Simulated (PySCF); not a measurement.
Isomers of C4H5NO2. The calculation used TDDFT CAM-B3LYP/def2-SVPD, vertical, gas phase, core orbitals frozen in the response (PySCF). Geometries: GFN2-xTB; one conformer of each isolated species. Triplets are in the Tamm–Dancoff approximation.

A. `CC(=O)OCC#N`
B. `C=N/C=C\C(=O)O`
C. `COC1=CN=CO1`
D. `O=C1CCC(=O)N1`

Lowest singlet levels (six at most, fewer where fewer were computed) with oscillator strengths:

1. 211 nm (f 0.198); 208 nm (f 0.006); 185 nm (f 0.004); 178 nm (f 0.005); 175 nm (f 0.003); 173 nm (f 0.144); T1 3.99 eV
2. 236 nm (f 0.001); 217 nm (f 0.000); 170 nm (f 0.161); 167 nm (f 0.279); 163 nm (f 0.000); 156 nm (f 0.048); T1 4.78 eV
3. 207 nm (f 0.001); 167 nm (f 0.001); 158 nm (f 0.044); 153 nm (f 0.014); 149 nm (f 0.001); 147 nm (f 0.111); T1 5.48 eV
4. 291 nm (f 0.053); 249 nm (f 0.018); 235 nm (f 0.228); 188 nm (f 0.011); 185 nm (f 0.027); 181 nm (f 0.015); T1 3.17 eV

Problem. Match each spectrum to its molecule.

Solution. 1 = C, 2 = D, 3 = A, 4 = B.
- A: S1 at 5.99 eV, HOMO→LUMO+1 (95%); S1 has the pattern of n→π* at C=O; HOMO -10.22 and LUMO 0.70 eV.
- B: S1 at 4.26 eV, HOMO→LUMO (62%), HOMO→LUMO+1 (29%); Löwdin shares by element: HOMO carbon 43% or more, nitrogen 29%, oxygen 7% or more (atoms not listed hold the other 21%); LUMO carbon 47% or more, nitrogen 16% (atoms not listed hold the other 36%); HOMO -8.16 and LUMO -0.35 eV.
- C: S1 at 5.88 eV, HOMO→LUMO+1 (98%); Löwdin shares by element: HOMO carbon 61% or more, oxygen 18% or more (atoms not listed hold the other 21%); LUMO carbon 41% or more, oxygen 11% or more, hydrogen 8% or more (atoms not listed hold the other 40%); HOMO -7.69 and LUMO 1.13 eV; point group Cs.
- D: S1 at 5.25 eV, HOMO→LUMO (86%), HOMO-1→LUMO+2 (10%); Löwdin shares by element: HOMO oxygen 67%, nitrogen 8%, carbon 6% or more (atoms not listed hold the other 18%); LUMO carbon 44% or more, oxygen 38% (atoms not listed hold the other 18%); HOMO -9.33 and LUMO 0.39 eV; point group C2v, 2 of its 6 listed states under f = 0.0005.
A and C have S1 within 0.11 eV of each other; their strongest listed levels stand at 8.42 eV (f 0.111) and 5.88 eV (f 0.198).
